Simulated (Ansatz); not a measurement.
Consider the ligand exchange at a B–C bond: `O=CBCl` + CH₃OH → `COBCl` + `C=O`.

Program: Ansatz. Geometries: PBE0-D4/def2-TZVP. ΔE: electronic, gas phase. CBS: MP2 limit from def2 TZ/QZ plus the TZ coupled-cluster correction, frozen cores. This one scheme is used for every species. Functionals use def2-TZVPP. B3LYP here is the variant with VWN-RPA as its local correlation; programs differ in this. HSE06 is defined as in plane-wave codes. Each species was taken in one conformer, which may not be the lowest.

`O=CBCl`:

Z-matrix (Å, degrees):
```
C
B 1 1.583
O 1 1.210 2 117.4
H 1 1.114 2 122.4 3 176.2
Cl 2 1.733 1 117.8 3 -114.8
H 2 1.189 1 122.5 3 61.6
```

CH₃OH:

Cartesian coordinates in Å:
```
C -0.300 0.162 -0.101
O 0.969 0.039 0.499
H -0.628 1.191 0.053
H -1.044 -0.504 0.353
H -0.273 -0.028 -1.181
H 1.277 -0.861 0.377
```

`COBCl`:

Z-matrix (Å, degrees):
```
C
O 1 1.416
H 1 1.091 2 108.7
H 1 1.093 2 111.5 3 120.8
H 1 1.091 2 108.6 3 -118.4
B 2 1.334 1 121.8 3 -120.7
Cl 6 1.755 2 118.3 1 -180.0
H 6 1.195 2 122.7 1 0.0
```

`C=O`:

Z-matrix (Å, degrees):
```
C
O 1 1.195
H 1 1.109 2 122.0
H 1 1.109 2 122.0 3 -180.0
```

```csv
level,ΔE (kJ/mol),difference from CCSD(T)/CBS
PBE-D4,-150.8,5.6
revPBE-D4,-148.2,8.2
BLYP-D4,-155.8,0.6
r2SCAN-D4,-158.0,-1.6
B97M-V,-160.9,-4.5
PBE0-D4,-154.2,2.2
B3LYP-D4,-158.8,-2.4
r2SCANh-D4,-158.8,-2.4
r2SCAN0-D4,-159.7,-3.3
HSE06-D4,-154.1,2.3
BHLYP-D4,-162.7,-6.3
ωB97X-V,-157.3,-0.9
ωB97M-V,-159.1,-2.7
B2PLYP,-160.3,-3.9
PBE-QIDH,-158.6,-2.2
PBE,-150.5,5.9
revPBE,-147.0,9.4
BLYP,-155.2,1.2
r2SCAN,-157.8,-1.4
PBE0,-153.9,2.5
B3LYP,-158.4,-2.0
r2SCANh,-158.6,-2.2
HSE06,-153.8,2.6
BHLYP,-162.5,-6.1
CAM-B3LYP,-162.5,-6.1
LC-ωPBE,-156.8,-0.4
RPA@PBE/def2-TZVPP,-156.6,-0.2
HF/def2-SVP,-172.0,-15.6
MP2/def2-SVP,-177.6,-21.2
CCSD/def2-SVP,-173.5,-17.1
CCSD(T)/def2-SVP,-173.9,-17.5
HF/def2-TZVPP,-164.6,-8.2
SCS-MP2/def2-TZVPP,-161.1,-4.7
CCSD(T)/def2-TZVPP,-158.8,-2.4
HF/def2-QZVPP,-165.3,-8.9
MP2/def2-QZVPP,-160.6,-4.2
SCS-MP2/def2-QZVPP,-160.1,-3.7
HF/CBS(def2),-165.4,-9.0
MP2/CBS(def2),-159.3,-2.9
CCSD/CBS(def2),-156.8,-0.4
CCSD(T)/CBS,-156.4,0
```

Task: What do rigid-rotor, harmonic-oscillator terms from PBE0-D4/def2-TZVP frequencies (298.15 K, 1 bar) make of the CCSD(T)/CBS value? (Best estimate.)

Result: Ansatz gave: ΔZPE = +1.5 kJ/mol, ΔH = -155.4 kJ/mol, ΔS = -20 J/(mol·K), ΔG = -149.3 kJ/mol.

Largest T1 diagnostic among the species: 0.016.

From PBE to PBE0 (25 % exact exchange), in def2-TZVPP and without D4, ΔE moves by −3.4 kJ/mol. Leaving LDA and LC-ωPBE aside and taking each functional with its dispersion term where it has one, the values, not all of them listed here, spread over 14.5 kJ/mol, from CAM-B3LYP-D4 to revPBE-D4. LDA lies −9.0 kJ/mol from PBE without D4.
